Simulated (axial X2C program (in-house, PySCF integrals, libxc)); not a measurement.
Nuclear properties of TeS

Calculated with an axial X2C code built on PySCF integrals: two-component X2C with atomic mean-field Coulomb and Gaunt terms, Gaussian nuclei, basis Te dyall-cv3z, S dyall-av3z with contracted cores.

R = 2.233 Å (near the PBE0 minimum at charge 0 of the determinant lowest at the starting distance; the state shown can have its own minimum elsewhere).

Determinant lowest in the PBE0 search, Ω = 1 (⟨Sz⟩ = 1.00, ⟨Lz⟩ = 0.00 at PBE0), spin on the atoms Te 0.61, S 0.39:

| level | Eeff magnitude (GV/cm) | Ws magnitude Te (kHz) | Ws magnitude S (kHz) | A∥/gI Te (MHz) | qzz Te (a.u.) | A∥/gI S (MHz) | qzz S (a.u.) | μ (D) |
| --- | --- | --- | --- | --- | --- | --- | --- | --- |
| PBE0 | 0.563 | 0.0226 | 0.0118 | -618 | 3.26 | -126 | 1.20 | -1.62 |
| HF | 2.3 | 1.75 | 0.0274 | -204 | 2.84 | -124 | 1.19 | -1.84 |
| PBE | 1.02 | 0.319 | 0.00831 | -667 | 3.38 | -130 | 1.19 | -1.51 |
| BHandHLYP | 0.352 | 0.123 | 0.0154 | -437 | 3.44 | -125 | 1.17 | -1.67 |
| LDA | 1.57 | 0.663 | 0.0061 | -616 | 3.63 | -134 | 1.19 | -1.41 |

Determinant 0.27 eV from it at PBE0 and this distance, Ω = 0 (closed shell), highest spinor 45% Te p, 42% S p, 5% S d:

```json
{"level": "PBE0", "qzz Te (a.u.)": "3.42", "qzz S (a.u.)": "1.28", "μ (D)": "-1.86"}
{"level": "HF", "qzz Te (a.u.)": "2.41", "qzz S (a.u.)": "1.36", "μ (D)": "-2.27"}
{"level": "PBE", "qzz Te (a.u.)": "3.60", "qzz S (a.u.)": "1.26", "μ (D)": "-1.74"}
{"level": "BHandHLYP", "qzz Te (a.u.)": "3.26", "qzz S (a.u.)": "1.32", "μ (D)": "-2.01"}
{"level": "LDA", "qzz Te (a.u.)": "3.74", "qzz S (a.u.)": "1.28", "μ (D)": "-1.69"}
```

Eeff is the effective electric field on the electron electric dipole moment in this Ω state and Ws the scalar–pseudoscalar constant of the nucleus named (defined with the proton number Z and per Ω); A∥ (defined per Ω) follows by multiplying with gI = μI/(I μN); qzz is the electric field gradient, eQq0 = 234.96 MHz × Q/barn × qzz; μ is positive if the S end (last atom) is positive. The operators were transformed with the bare-nucleus X2C matrices; with these basis sets, hyperfine constants and field gradients can be off by tens of per cent, and where levels differ in sign neither size nor sign is settled.

(1) With gI(33S) = 0.4292, Q(33S) = -0.0694 barn (g factors from the IAEA table of nuclear moments by Stone; Q from Pyykkö, Mol. Phys. 2018), turn the PBE0 values of the first state into constants in MHz.

Each state is one determinant with collinear spin, which with several unpaired electrons need not be a pure state. Unrestricted Hartree–Fock can overshoot spin polarisation at the nuclei. In the state Ω = 1 the sign of Eeff differs between levels (HF against PBE0). A closed determinant beside an open π² or δ² triplet, such as (π1/2)², mixes with its partner pair into the 0⁺ component of the triplet and ¹Σ⁺, so its energy is not that of a level, and 0⁺ can lie lowest. With several open shells hyperfine constants can be off by a factor of several. Where Eeff spreads by more than a factor of two the levels disagree and none is to be relied on. Open-shell Ω = 0 determinants with evenly filled partner blocks cannot be reached by this program, so the Ω shown need not be the lowest component. States lie within half an eV, so the first need not be the ground state. The sign of Ws at Te differs between levels in the first state. Further determinants of the search, some of them spin-mixed, are not shown. Where a field gradient or hyperfine factor spreads by more than a factor of two over the levels, a constant derived from it is not to be relied on. PBE0 term energies can be off by some tenths of an eV.

Results:

(1) A∥(33S) = -126 × 0.4292 = -54.1 MHz; eQq0(33S) = 234.96 × (-0.0694) × (1.20) = -19.6 MHz.
